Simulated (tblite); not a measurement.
C6H9BS.
Bonds: C1–B2, B2–C3, B2–C4, C4–C5 (aromatic), C5–C6 (aromatic), C6–C7 (aromatic), C7–S8 (aromatic), C4–S8 (aromatic). Hydrogens: H9, H10, H11 on C1; H12, H13, H14 on C3; H15 on C5; H16 on C6; H17 on C7.

Computed with GFN2-xTB (tblite), gas phase: L-BFGS steps from a force-field or distance-geometry start until the largest atomic force falls under 0.01 eV/Å.

Step 40: E = -595.4692 eV
```
atom  x, y, z in Å  |  force x, y, z in eV/Å
C1     -1.6525    1.6845   -0.0532   -0.023   0.065  -0.004
B2     -1.0559    0.2297   -0.0110    0.008   0.004  -0.023
C3     -1.9825   -1.0360   -0.1484   -0.027  -0.030   0.023
C4      0.4670    0.0420    0.0443    0.043  -0.021   0.037
C5      1.2238   -0.9972    0.5253    0.063  -0.015   0.026
C6      2.6110   -0.8398    0.3450   -0.031  -0.033  -0.015
C7      2.9179    0.3257   -0.2875    0.023  -0.048  -0.007
S8      1.5243    1.2558   -0.6302    0.052   0.073  -0.046
H9     -0.9162    2.4536    0.1621    0.006   0.070  -0.004
H10    -2.0581    1.8940   -1.0417   -0.026   0.000  -0.040
H11    -2.4798    1.8109    0.6404   -0.045  -0.007   0.030
H12    -3.0206   -0.8502    0.1111   -0.029  -0.006   0.005
H13    -1.6314   -1.8855    0.4312   -0.010  -0.037   0.015
H14    -1.9668   -1.3552   -1.1916   -0.018  -0.016   0.015
H15     0.7875   -1.8384    1.0357    0.012  -0.038  -0.068
H16     3.3437   -1.5674    0.6492   -0.009   0.030   0.018
H17     3.8815    0.6856   -0.5906    0.011   0.010   0.039
```

Step 41: E = -595.4707 eV
```
atom  x, y, z in Å  |  force x, y, z in eV/Å
C1     -1.6571    1.6824   -0.0558   -0.013   0.068   0.000
B2     -1.0515    0.2302   -0.0167   -0.021   0.010  -0.022
C3     -1.9840   -1.0332   -0.1472   -0.021  -0.021   0.025
C4      0.4719    0.0425    0.0377    0.025  -0.051   0.065
C5      1.2263   -0.9987    0.5206    0.074  -0.002   0.026
C6      2.6149   -0.8422    0.3456   -0.046  -0.019  -0.023
C7      2.9237    0.3255   -0.2824    0.018  -0.050  -0.021
S8      1.5317    1.2574   -0.6291    0.064   0.057  -0.042
H9     -0.9270    2.4570    0.1617    0.005   0.063  -0.006
H10    -2.0652    1.8928   -1.0438   -0.021  -0.009  -0.015
H11    -2.4847    1.7990    0.6407   -0.024  -0.006   0.004
H12    -3.0204   -0.8384    0.1168    0.000  -0.021  -0.009
H13    -1.6350   -1.8804    0.4377   -0.019  -0.032  -0.012
H14    -1.9745   -1.3559   -1.1903   -0.018  -0.020   0.054
H15     0.7893   -1.8403    1.0307    0.009  -0.021  -0.086
H16     3.3471   -1.5717    0.6488   -0.029   0.047   0.016
H17     3.8873    0.6861   -0.5849    0.016   0.007   0.047
```

Q: Estimate the geometry and energy of step 42. (The exact step hangs on the optimiser's Hessian estimate; all steps are aligned on step 41, rigid shifts and turns removed.)

A: E = -595.4720 eV, largest force 0.091 eV/Å
```
atom  x, y, z in Å  |  force x, y, z in eV/Å
C1     -1.6614    1.6821   -0.0578    0.000   0.047   0.001
B2     -1.0480    0.2310   -0.0223   -0.035   0.020  -0.011
C3     -1.9857   -1.0312   -0.1458   -0.005  -0.001   0.025
C4      0.4765    0.0425    0.0324    0.003  -0.048   0.067
C5      1.2292   -1.0001    0.5170    0.048   0.013   0.013
C6      2.6180   -0.8447    0.3460   -0.032   0.003  -0.029
C7      2.9290    0.3243   -0.2789    0.010  -0.033  -0.033
S8      1.5392    1.2591   -0.6300    0.055   0.007  -0.017
H9     -0.9364    2.4617    0.1619   -0.008   0.045  -0.010
H10    -2.0718    1.8923   -1.0458   -0.014  -0.012   0.017
H11    -2.4896    1.7883    0.6416    0.005   0.001  -0.026
H12    -3.0204   -0.8288    0.1215    0.020  -0.032  -0.016
H13    -1.6381   -1.8767    0.4432   -0.027  -0.024  -0.032
H14    -1.9815   -1.3570   -1.1885   -0.017  -0.024   0.078
H15     0.7912   -1.8427    1.0247    0.004  -0.013  -0.090
H16     3.3501   -1.5743    0.6501   -0.037   0.050   0.014
H17     3.8925    0.6864   -0.5790    0.028   0.001   0.050
```

The energy changes by -0.0013 eV. The first-order estimate −F·Δx gives -0.0018 eV and the mean of the old and new forces, exact on a quadratic surface, -0.0013 eV. The step makes an angle of 76° with the force vector and moves no atom by more than 0.012 Å.

What follows is the cost of the whole relaxation. Time: 0.66 s of wall time. Hardware: one thread, Arm Neoverse V2 (aarch64), no GPU, shared host with 32 logical CPUs at a one-minute load of 12.
